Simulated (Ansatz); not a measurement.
Ti₆O₂₂H₂₀⁻. Total charge -1; doublet. Geometry PBE-D4/def2-SVP, that of the neutral singlet; atoms count from 1.

```tsv
atom	x (Å)	y (Å)	z (Å)
Ti1	1.663	1.674	1.184
Ti2	-2.135	-1.085	-0.821
Ti3	-0.759	2.238	-1.164
Ti4	-1.622	0.672	1.963
Ti5	1.139	-0.496	-2.635
Ti6	0.955	-1.584	0.944
O7	-2.898	1.640	2.813
O8	-2.930	-0.295	0.831
O9	-1.149	-0.424	3.253
O10	-0.063	1.998	2.277
O11	-3.731	-1.302	-1.658
O12	-1.033	3.819	-1.971
O13	-2.074	0.884	-1.646
O14	0.802	2.378	-0.286
O15	-1.793	2.338	0.457
O16	-1.842	-2.747	-0.369
O17	-0.387	-0.376	0.485
O18	0.393	-3.424	0.480
O19	0.403	-2.283	2.628
O20	1.616	-0.027	2.246
O21	2.597	2.945	2.048
O22	2.903	-1.745	0.852
O23	-0.774	-1.222	-2.356
O24	0.202	1.284	-2.757
O25	1.451	-1.252	-4.232
O26	1.490	-1.761	-1.179
O27	2.957	0.768	0.222
O28	2.639	0.363	-2.273
H29	-3.314	2.342	2.275
H30	-3.838	0.047	0.755
H31	-0.607	-1.302	3.144
H32	0.072	2.200	3.222
H33	-4.100	-2.205	-1.631
H34	-1.871	4.027	-2.426
H35	-1.911	0.652	-2.586
H36	-1.261	2.923	1.049
H37	-0.964	-3.173	0.024
H38	0.826	-3.591	-0.382
H39	0.130	-3.215	2.504
H40	0.938	0.026	2.953
H41	3.569	2.980	2.000
H42	3.256	-1.778	1.763
H43	-0.699	-2.185	-2.510
H44	0.928	1.907	-2.971
H45	2.320	-1.211	-4.674
H46	2.452	-1.892	-1.017
H47	3.164	-0.192	0.494
H48	2.893	0.664	-1.319
```

Single mean-field runs in def2-SVP are fitted with def2-universal-jkfit.

Q: Estimate the Mulliken populations of the heavy atoms from the PBE0/def2-SVP orbitals of Ansatz.

A: 
| atom | charge (e) | spin (α − β) | d electrons |
| --- | --- | --- | --- |
| Ti1 | 1.02 | 0.38 | 2.09 |
| Ti2 | 0.99 | 0.05 | 2.03 |
| Ti3 | 1.00 | 0.37 | 2.12 |
| Ti4 | 1.01 | 0.01 | 2.02 |
| Ti5 | 1.02 | 0.08 | 2.05 |
| Ti6 | 0.82 | 0.34 | 2.09 |
| O7 | -0.44 | 0.00 | – |
| O8 | -0.48 | 0.00 | – |
| O9 | -0.48 | 0.00 | – |
| O10 | -0.52 | 0.00 | – |
| O11 | -0.45 | 0.00 | – |
| O12 | -0.48 | -0.01 | – |
| O13 | -0.49 | -0.01 | – |
| O14 | -0.62 | -0.09 | – |
| O15 | -0.50 | 0.00 | – |
| O16 | -0.49 | 0.00 | – |
| O17 | -0.70 | -0.01 | – |
| O18 | -0.50 | -0.01 | – |
| O19 | -0.48 | -0.01 | – |
| O20 | -0.49 | -0.02 | – |
| O21 | -0.49 | -0.01 | – |
| O22 | -0.51 | -0.01 | – |
| O23 | -0.50 | 0.00 | – |
| O24 | -0.51 | -0.01 | – |
| O25 | -0.48 | 0.00 | – |
| O26 | -0.51 | -0.01 | – |
| O27 | -0.55 | -0.02 | – |
| O28 | -0.48 | -0.01 | – |
Mulliken values depend strongly on the basis.

Q: Where does the spin sit?

A: Summed by element: Ti 1.22, O -0.24, H 0.02, of 1 unpaired in all. Largest on single atoms: Ti1 0.38, Ti3 0.37, Ti6 0.34.

Q: And the Mayer bond orders between heavy atoms (over 0.3)?

A: Ti1–O10 0.47 (2.07 Å); Ti1–O14 0.94 (1.84 Å); Ti1–O20 0.67 (2.01 Å); Ti1–O21 1.10 (1.80 Å); Ti1–O27 0.95 (1.85 Å); Ti2–O8 0.58 (2.00 Å); Ti2–O11 1.16 (1.82 Å); Ti2–O13 0.50 (2.14 Å); Ti2–O16 1.39 (1.75 Å); Ti2–O17 0.39 (2.29 Å); Ti2–O23 0.61 (2.06 Å); Ti3–O12 1.11 (1.80 Å); Ti3–O13 0.70 (1.95 Å); Ti3–O14 1.12 (1.80 Å); Ti3–O15 0.76 (1.92 Å); Ti3–O24 0.50 (2.09 Å); Ti4–O7 1.17 (1.81 Å); Ti4–O8 0.61 (1.98 Å); Ti4–O9 1.31 (1.76 Å); Ti4–O10 0.60 (2.07 Å); Ti4–O15 0.42 (2.25 Å); Ti4–O17 0.50 (2.19 Å); Ti5–O23 0.56 (2.07 Å); Ti5–O24 0.67 (2.02 Å); Ti5–O25 1.14 (1.79 Å); Ti5–O26 0.76 (1.96 Å); Ti5–O28 1.38 (1.77 Å); Ti6–O17 1.00 (1.86 Å); Ti6–O18 0.79 (1.98 Å); Ti6–O19 0.91 (1.91 Å); Ti6–O20 0.52 (2.13 Å); Ti6–O22 0.84 (1.96 Å); Ti6–O26 0.41 (2.20 Å).
